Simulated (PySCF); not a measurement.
# Run times: molybdenum in x2c-TZVPall-2c

Measured wall times of calculations with PySCF 2.14 in x2c-TZVPall-2c (8s9p7d1f, 77 functions), with two-component X2C-1e, run from one Python driver. Hardware: 1 thread of Neoverse-N1 on a shared host, 1.3 GiB allowed. The two-electron integrals over 77 functions were computed once and kept in memory (4 CPU seconds with the set-up); the times below exclude them.

Launch command (the driver calls PySCF for each step listed in the task file):

```bash
OMP_NUM_THREADS=1 python sorun2.py TASK.json OUT
```

| species | step | iterations | wall time (s) |
| --- | --- | --- | --- |
| Mo(3+) [Kr] 4d3 | GHF, spin-free | 8 | 2.2 |
| Mo(3+) [Kr] 4d3 | GMP2 (11 electrons), spin-free |  | 0.66 |
| Mo(3+) [Kr] 4d3 | GHF, screened spin-orbit | 13 | 3.2 |
| Mo(3+) [Kr] 4d3 | GMP2 (11 electrons), screened spin-orbit |  | 0.44 |
| Mo(3+) [Kr] 4d2 5s1 | GHF, spin-free | 8 | 2.2 |
| Mo(3+) [Kr] 4d2 5s1 | GMP2 (11 electrons), spin-free |  | 0.44 |
| Mo(3+) [Kr] 4d2 5s1 | GHF, screened spin-orbit | 11 | 2.8 |
| Mo(3+) [Kr] 4d2 5s1 | GMP2 (11 electrons), screened spin-orbit |  | 0.44 |

Peak memory of the process: 0.27 GiB. Times on a shared host vary from run to run.
